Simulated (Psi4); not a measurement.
C$_{3}$H$_{5}$BCl$_{2}$, singlet, geometry from GFN2-xTB, atoms displaced at random by about 0.03 Å a coordinate; HF/STO-3G, gradient (Psi4 1.11).

The Psi4 input:
```
memory 2 GB

molecule mol {
0 1
B    -0.030952   -0.175179    0.503547
C    -0.005470   -0.896320   -0.929724
C    -0.300754   -0.065729   -2.077920
C     0.530708    0.226779   -3.016866
H    -0.698120   -1.790275   -0.839855
H     0.968137   -1.386199   -1.040082
H    -1.319984    0.295421   -2.084763
H     1.531266   -0.230301   -3.053061
H     0.283195    0.872978   -3.808913
Cl   -0.709658    1.378788    0.701293
Cl    0.634499   -0.969851    1.891424
symmetry c1
no_reorient
no_com
}

set {
  basis sto-3g
  reference rhf
}

gradient('scf')
print_variables()
```

Task: Write the output that Psi4 gives for this input, abridged.

Result: 
```
gradient() will perform analytic gradient computation.

   => Loading Basis Set <=

    Name: STO-3G
    Role: ORBITAL
    Keyword: BASIS

         ---------------------------------------------------------
                                   SCF
               by Justin Turney, Rob Parrish, Andy Simmonett
                          and Daniel G. A. Smith
                              RHF Reference
         ---------------------------------------------------------

  ==> Geometry <==

    Molecular point group: c1
    Full point group: C1

    Geometry (in Angstrom), charge = 0, multiplicity = 1:

       Center              X                  Y                   Z               Mass
    ------------   -----------------  -----------------  -----------------  -----------------
         B           -0.030952000000    -0.175179000000     0.503547000000    11.009305360000
         C           -0.005470000000    -0.896320000000    -0.929724000000    12.000000000000
         C           -0.300754000000    -0.065729000000    -2.077920000000    12.000000000000
         C            0.530708000000     0.226779000000    -3.016866000000    12.000000000000
         H           -0.698120000000    -1.790275000000    -0.839855000000     1.007825032230
         H            0.968137000000    -1.386199000000    -1.040082000000     1.007825032230
         H           -1.319984000000     0.295421000000    -2.084763000000     1.007825032230
         H            1.531266000000    -0.230301000000    -3.053061000000     1.007825032230
         H            0.283195000000     0.872978000000    -3.808913000000     1.007825032230
         CL          -0.709658000000     1.378788000000     0.701293000000    34.968852682000
         CL           0.634499000000    -0.969851000000     1.891424000000    34.968852682000

  Running in c1 symmetry.

  Rotational constants: A =      0.10970  B =      0.04634  C =      0.03429 [cm^-1]
  Rotational constants: A =   3288.74436  B =   1389.12853  C =   1027.84047 [MHz]
  Nuclear repulsion =  308.984253878657910

  Charge       = 0
  Multiplicity = 1
  Electrons    = 62
  Nalpha       = 31
  Nbeta        = 31

  ==> Algorithm <==

  SCF Algorithm Type is DF.
  DIIS enabled.
  MOM disabled.
  Fractional occupation disabled.
  Guess Type is SAD.
  Energy threshold   = 1.00e-08
  Density threshold  = 1.00e-08
  Integral threshold = 1.00e-12

  ==> Primary Basis <==

  Basis Set: STO-3G
    Blend: STO-3G
    Number of shells: 27
    Number of basis functions: 43
    Number of Cartesian functions: 43
    Spherical Harmonics?: true
    Max angular momentum: 1

   => Loading Basis Set <=

    Name: (STO-3G AUX)
    Role: JKFIT
    Keyword: DF_BASIS_SCF

  ==> Integral Setup <==

  SCF_SUBTYPE=INCORE selected. In-core MEM_DF algorithm will be used.
  Using in-core AOs.

  ==> MemDFJK: Density-Fitted J/K Matrices <==

    J tasked:                   Yes
    K tasked:                   Yes
    wK tasked:                   No
    Algorithm:                 Core
    Schwarz Cutoff:           1E-12
    Mask sparsity (%):       6.2737
    Fitting Condition:        1E-10

   => Auxiliary Basis Set <=

  Basis Set: (STO-3G AUX)
    Blend: DEF2-UNIVERSAL-JKFIT
    Number of shells: 206
    Number of basis functions: 646
    Number of Cartesian functions: 766
    Spherical Harmonics?: true
    Max angular momentum: 4

  Minimum eigenvalue in the overlap matrix is 1.6728461053E-01.
  Reciprocal condition number of the overlap matrix is 6.7512550930E-02.
    Using symmetric orthogonalization.

  ==> Pre-Iterations <==

  SCF Guess: Superposition of Atomic Densities via on-the-fly atomic UHF (no occupation information).

   -------------------------
    Irrep   Nso     Nmo
   -------------------------
     A         43      43
   -------------------------
    Total      43      43
   -------------------------

  ==> Iterations <==

                           Total Energy        Delta E     RMS |[F,P]|

   @DF-RHF iter SAD: -1045.44601926250039   -1.04545e+03   0.00000e+00
   @DF-RHF iter   1: -1048.60666006646193   -3.16064e+00   7.66928e-03 DIIS/ADIIS
   @DF-RHF iter   2: -1048.69148293848320   -8.48229e-02   2.53202e-03 DIIS/ADIIS
   @DF-RHF iter   3: -1048.70039775123382   -8.91481e-03   3.69470e-04 DIIS/ADIIS
   @DF-RHF iter   4: -1048.70069785686496   -3.00106e-04   1.42670e-04 DIIS/ADIIS
   @DF-RHF iter   5: -1048.70073074355764   -3.28867e-05   2.82976e-05 DIIS
   @DF-RHF iter   6: -1048.70073385166506   -3.10811e-06   6.17366e-06 DIIS
   @DF-RHF iter   7: -1048.70073395148347   -9.98184e-08   1.04269e-06 DIIS
   @DF-RHF iter   8: -1048.70073395447935   -2.99588e-09   3.08684e-07 DIIS
   @DF-RHF iter   9: -1048.70073395470217   -2.22826e-10   7.55026e-08 DIIS
   @DF-RHF iter  10: -1048.70073395471877   -1.65983e-11   1.56052e-08 DIIS
   @DF-RHF iter  11: -1048.70073395471832    4.54747e-13   3.08488e-09 DIIS
  Energy and wave function converged.

  ==> Post-Iterations <==

    Orbital Energies [Eh]
    ---------------------

    Doubly Occupied:

[...]
      31A     -0.328578

    Virtual:

[...]
    Final Occupation by Irrep:
              A
    DOCC [    31 ]
    NA   [    31 ]
    NB   [    31 ]

  @DF-RHF Final Energy: -1048.70073395471832

   => Energetics <=

    Nuclear Repulsion Energy =            308.9842538786579098
    One-Electron Energy =               -2061.7340671035403830
    Two-Electron Energy =                 704.0490792701641567
    Total Energy =                      -1048.7007339547183165

Computation Completed

Properties will be evaluated at   0.000000,   0.000000,   0.000000 [a0]

Properties computed using the SCF density matrix

 Multipole Moments:

 ------------------------------------------------------------------------------------
     Multipole            Electronic (a.u.)      Nuclear  (a.u.)        Total (a.u.)
 ------------------------------------------------------------------------------------

 L = 1.  Multiply by 2.5417464519 to convert [e a0] to [Debye]
 Dipole X            :         -1.3209207            1.2830012           -0.0379195
 Dipole Y            :          0.7370217           -1.0846310           -0.3476093
 Dipole Z            :          0.0970048           -0.7177369           -0.6207321
 Magnitude           :                                                    0.7124454

 ------------------------------------------------------------------------------------

         ------------------------------------------------------------
                                   SCF GRAD
                          Rob Parrish, Justin Turney,
                       Andy Simmonett, and Alex Sokolov
         ------------------------------------------------------------

  ==> Geometry <==

    Molecular point group: c1
    Full point group: C1

    Geometry (in Angstrom), charge = 0, multiplicity = 1:

       Center              X                  Y                   Z               Mass
    ------------   -----------------  -----------------  -----------------  -----------------
         B           -0.030952000000    -0.175179000000     0.503547000000    11.009305360000
         C           -0.005470000000    -0.896320000000    -0.929724000000    12.000000000000
         C           -0.300754000000    -0.065729000000    -2.077920000000    12.000000000000
         C            0.530708000000     0.226779000000    -3.016866000000    12.000000000000
         H           -0.698120000000    -1.790275000000    -0.839855000000     1.007825032230
         H            0.968137000000    -1.386199000000    -1.040082000000     1.007825032230
         H           -1.319984000000     0.295421000000    -2.084763000000     1.007825032230
         H            1.531266000000    -0.230301000000    -3.053061000000     1.007825032230
         H            0.283195000000     0.872978000000    -3.808913000000     1.007825032230
         CL          -0.709658000000     1.378788000000     0.701293000000    34.968852682000
         CL           0.634499000000    -0.969851000000     1.891424000000    34.968852682000

  Nuclear repulsion =  308.984253878657910

  ==> Basis Set <==

  Basis Set: STO-3G
    Blend: STO-3G
    Number of shells: 27
    Number of basis functions: 43
    Number of Cartesian functions: 43
    Spherical Harmonics?: true
    Max angular momentum: 1

  ==> DFJKGrad: Density-Fitted SCF Gradients <==

    Gradient:                    1
    J tasked:                  Yes
    K tasked:                  Yes
    wK tasked:                  No
    Integrals threads:           1
    Schwarz Cutoff:          1E-12
    Fitting Condition:       1E-10

   => Auxiliary Basis Set <=

  Basis Set: (STO-3G AUX)
    Blend: DEF2-UNIVERSAL-JKFIT
    Number of shells: 206
    Number of basis functions: 646
    Number of Cartesian functions: 766
    Spherical Harmonics?: true
    Max angular momentum: 4

  -Total Gradient:
     Atom            X                  Y                   Z
    ------   -----------------  -----------------  -----------------
       1       -0.005975863601     0.029726296771     0.041447225735
       2       -0.010797483302     0.075632217175    -0.064667919461
       3        0.042008095748    -0.021342964809     0.015455668251
       4       -0.042201606793     0.019315936792     0.008127491096
       5       -0.012269344895    -0.030454339076     0.004551510092
       6        0.001854707699    -0.007564075894    -0.001309447292
       7        0.000012789777    -0.009486244898     0.004469256785
       8        0.012829983825    -0.012518621586    -0.002136420116
       9        0.006924771796    -0.015831499431     0.023662294571
      10        0.020393705988    -0.045147979680    -0.005169761747
      11       -0.012779756251     0.017671274639    -0.024429897920

  Variable Map:
  ----------------------------------------------------------------------------
[...]
  Array Variable Map:
  ----------------------------------------------------------------------------
[...]
[...]
```
